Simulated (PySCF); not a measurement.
The complex [CrBr4]2- (charge -2) contains Cr(II), shell d4. The structure is a model geometry with rigid ligands and bond lengths from ionic radii, not a minimum; coordination tetrahedral, point group Td, metal–donor distances 2.54 Å.

Method (PySCF 2.14, density fitting): CASSCF(4,5) with orbitals averaged over all microstates of the shell, strongly contracted NEVPT2 on the averaged canonical orbitals; basis x2c-TZVPall on the metal, x2c-SVPall elsewhere; spin-free X2C; IEF-PCM water; spin-orbit coupling by state interaction with the mean-field operator over all roots.

CASSCF energies above the lowest CASSCF root:

| state | CASSCF / cm⁻¹ |
| --- | --- |
| 5T2 | 0 |
| 5E | 2664 |
| 3T1 | 17068 |
| 3T2 | 18024 |
| 3T1 | 19162 |
| 3E | 19942 |
| 3T1 | 21143 |
| 3T2 | 21646 |
| 3T1 | 22734 |
| 3A2 | 23089 |
| 3T2 | 23228 |
| 1A1 | 23926 |
| 3E | 24130 |
| 1T1 | 25546 |
| 3T1 | 25736 |
| 3A1 | 25742 |
| 1T2 | 27104 |
| 1E | 28328 |
| 1A1 | 28966 |
| 1T1 | 29830 |
| 3T2 | 30120 |
| 3E | 31758 |

Task: How does dynamic correlation (SC-NEVPT2) move these states?

Result: 
| state | NEVPT2 / cm⁻¹ | shift / cm⁻¹ |
| --- | --- | --- |
| 5T2 | 0 | 0 |
| 5E | 3186 | +523 |
| 3T1 | 15410 | -1658 |
| 3T2 | 16850 | -1174 |
| 3T1 | 17837 | -1325 |
| 3E | 19184 | -758 |
| 3T1 | 19249 | -1894 |
| 3T2 | 19314 | -2332 |
| 3T1 | 21047 | -1687 |
| 3A2 | 21069 | -2021 |
| 3T2 | 21044 | -2183 |
| 1A1 | 20631 | -3295 |
| 3E | 22012 | -2117 |
| 1T1 | 23096 | -2450 |
| 3T1 | 24055 | -1681 |
| 3A1 | 23753 | -1989 |
| 1T2 | 25554 | -1550 |
| 1E | 25698 | -2630 |
| 1A1 | 26150 | -2816 |
| 1T1 | 27114 | -2716 |
| 3T2 | 25693 | -4427 |
| 3E | 27691 | -4067 |

The ground state is orbitally degenerate in this regular structure, which would distort (Jahn–Teller). NEVPT2 lifts 5E from 2664 to 3186 cm⁻¹; on the d shell alone such lifts tend to overshoot. Gaps between spin states lean to high spin in this active space.
